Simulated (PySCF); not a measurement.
PySCF input (M06-2X/6-31G* with LANL2DZ past Ar (5d)):

```python
from pyscf import gto, dft

mol = gto.M(
    atom='''
    C     1.72248000   -1.17187100   -1.36318900
    Ge    0.14116500   -0.05339500   -1.06114800
    C    -1.48421000   -0.85759200   -1.80559100
    C     0.40768300    1.78513500   -1.68688800
    I    -0.19737000    0.07465400    1.48363900
    H     1.90963700   -1.25770000   -2.43526100
    H     2.59342000   -0.72654000   -0.88489900
    H     1.56267500   -2.16635500   -0.94957200
    H    -2.35009000   -0.24204000   -1.56691700
    H    -1.38972600   -0.93433800   -2.89044900
    H    -1.63375900   -1.85308100   -1.39055900
    H     1.28282800    2.22100800   -1.20756300
    H    -0.46424700    2.39223400   -1.44859400
    H     0.55684300    1.78476200   -2.76831500
    ''',
    basis={'default': '6-31g*', 'Ge': 'lanl2dz', 'I': 'lanl2dz'},
    ecp={'Ge': 'lanl2dz', 'I': 'lanl2dz'},
    charge=0,
    spin=0,
    verbose=4,
)

mf = dft.RKS(mol, xc='m062x')
mf.grids.level = 4
mf.conv_tol = 1e-9
mf.max_cycle = 100
mf.max_memory = 1500
mf.kernel()
if not mf.converged:
    mf = mf.newton()
    mf.kernel(mf.make_rdm1())
mf.dip_moment()
```

Output:

```
PySCF version 2.14.0

[INPUT] verbose = 4
[INPUT] num. atoms = 14
[INPUT] num. electrons = 38
[INPUT] charge = 0
[INPUT] spin (= nelec alpha-beta = 2S) = 0
[INPUT] symmetry False subgroup None
[INPUT] Mole.unit = angstrom
[INPUT] Symbol           X                Y                Z      unit          X                Y                Z       unit  Magmom
[INPUT]  1 C      1.722480000000  -1.171871000000  -1.363189000000 AA    3.255015455041  -2.214515243320  -2.576053866020 Bohr   0.0
[INPUT]  2 Ge     0.141165000000  -0.053395000000  -1.061148000000 AA    0.266763188374  -0.100901926421  -2.005279097630 Bohr   0.0
[INPUT]  3 C     -1.484210000000  -0.857592000000  -1.805591000000 AA   -2.804750411341  -1.620614006618  -3.412072482980 Bohr   0.0
[INPUT]  4 C      0.407683000000   1.785135000000  -1.686888000000 AA    0.770409215641   3.373416245375  -3.187756322815 Bohr   0.0
[INPUT]  5 I     -0.197370000000   0.074654000000   1.483639000000 AA   -0.372975245205   0.141075614103   2.803671377724 Bohr   0.0
[INPUT]  6 H      1.909637000000  -1.257700000000  -2.435261000000 AA    3.608690927336  -2.376708546865  -4.601976331834 Bohr   0.0
[INPUT]  7 H      2.593420000000  -0.726540000000  -0.884899000000 AA    4.900853525970  -1.372961618541  -1.672216757901 Bohr   0.0
[INPUT]  8 H      1.562675000000  -2.166355000000  -0.949572000000 AA    2.953027771705  -4.093817638582  -1.794431015555 Bohr   0.0
[INPUT]  9 H     -2.350090000000  -0.242040000000  -1.566917000000 AA   -4.441026468079  -0.457389311190  -2.961043989925 Bohr   0.0
[INPUT] 10 H     -1.389726000000  -0.934338000000  -2.890449000000 AA   -2.626201528187  -1.765642927774  -5.462156987023 Bohr   0.0
[INPUT] 11 H     -1.633759000000  -1.853081000000  -1.390559000000 AA   -3.087357063543  -3.501815576635  -2.627775670049 Bohr   0.0
[INPUT] 12 H      1.282828000000   2.221008000000  -1.207563000000 AA    2.424193584924   4.197096840468  -2.281963348158 Bohr   0.0
[INPUT] 13 H     -0.464247000000   2.392234000000  -1.448594000000 AA   -0.877299684151   4.520667085873  -2.737445925688 Bohr   0.0
[INPUT] 14 H      0.556843000000   1.784762000000  -2.768315000000 AA    1.052280764381   3.372711377531  -5.231357176525 Bohr   0.0

nuclear repulsion = 124.895873118483
number of shells = 44
number of NR pGTOs = 141
number of NR cGTOs = 76
basis = {'default': '6-31g*', 'Ge': 'lanl2dz', 'I': 'lanl2dz'}
ecp = {'Ge': 'lanl2dz', 'I': 'lanl2dz'}

******** <class 'pyscf.dft.rks.RKS'> ********
method = RKS
initial guess = minao
damping factor = 0
level_shift factor = 0
DIIS = <class 'pyscf.scf.diis.CDIIS'>
diis_start_cycle = 1
diis_space = 8
diis_damp = 0
SCF conv_tol = 1e-09
SCF conv_tol_grad = None
SCF max_cycles = 100
direct_scf = True
direct_scf_tol = 1e-13
XC library pyscf.dft.libxc version 7.1.2
    S. Lehtola, C. Steigemann, M. J. T. Oliveira, and M. A. L. Marques,  SoftwareX 7, 1–5 (2018)
XC functionals = m062x
    Y. Zhao and D. G. Truhlar,  Theor. Chem. Acc. 120, 215 (2008)
    Y. Zhao and D. G. Truhlar,  Theor. Chem. Acc. 120, 215 (2008)
radial grids:
    Treutler-Ahlrichs [JCP 102, 346 (1995); DOI:10.1063/1.469408] (M4) radial grids

becke partition: Becke, JCP 88, 2547 (1988); DOI:10.1063/1.454033
pruning grids: <function nwchem_prune>
grids dens level: 4
symmetrized grids: False
atomic radii adjust function: <function treutler_atomic_radii_adjust>
small_rho_cutoff = 0
Set gradient conv threshold to 3.16228e-05
Initial guess from minao.
tot grids = 288976
init E= -119.100116239981
  HOMO = -0.107271915367759  LUMO = 0.0802227579342993  gap/eV = 5.10199
cycle= 1 E= -134.608322279831  delta_E= -15.5  |g|= 0.737  |ddm|= 4.92
  HOMO = -0.369028957285534  LUMO = -0.085220788855306  gap/eV = 7.72281
cycle= 2 E= -134.723903302143  delta_E= -0.116  |g|= 0.507  |ddm|= 1.81
  HOMO = -0.309030564312611  LUMO = 0.00398584569984095  gap/eV = 8.51761
cycle= 3 E= -134.80527894121  delta_E= -0.0814  |g|= 0.0705  |ddm|= 0.67
  HOMO = -0.294205366344295  LUMO = 0.0230854076467804  gap/eV = 8.63392
cycle= 4 E= -134.806517459235  delta_E= -0.00124  |g|= 0.0192  |ddm|= 0.0947
  HOMO = -0.295813585642465  LUMO = 0.0196464111159731  gap/eV = 8.58410
cycle= 5 E= -134.806625031322  delta_E= -0.000108  |g|= 0.00341  |ddm|= 0.027
  HOMO = -0.297059048241915  LUMO = 0.0194129314778326  gap/eV = 8.61164
cycle= 6 E= -134.806630182452  delta_E= -5.15e-06  |g|= 0.000838  |ddm|= 0.00895
  HOMO = -0.296784670588971  LUMO = 0.0194250144729047  gap/eV = 8.60450
cycle= 7 E= -134.806630551587  delta_E= -3.69e-07  |g|= 0.000118  |ddm|= 0.00186
  HOMO = -0.296801300821727  LUMO = 0.0194342443004825  gap/eV = 8.60521
cycle= 8 E= -134.806630558473  delta_E= -6.89e-09  |g|= 1.54e-05  |ddm|= 0.000377
  HOMO = -0.29679901226514  LUMO = 0.0194374525293917  gap/eV = 8.60523
cycle= 9 E= -134.806630558589  delta_E= -1.17e-10  |g|= 2.64e-06  |ddm|= 5.22e-05
  HOMO = -0.296798938999435  LUMO = 0.0194373950328171  gap/eV = 8.60523
Extra cycle  E= -134.806630558593  delta_E= -4.04e-12  |g|= 9.6e-07  |ddm|= 9.09e-06
converged SCF energy = -134.806630558593
Dipole moment(X, Y, Z, Debye):  0.46606, -0.17627, -3.50342
```

The geometry given is a B3LYP-D3(BJ)/def2-TZVP minimum.
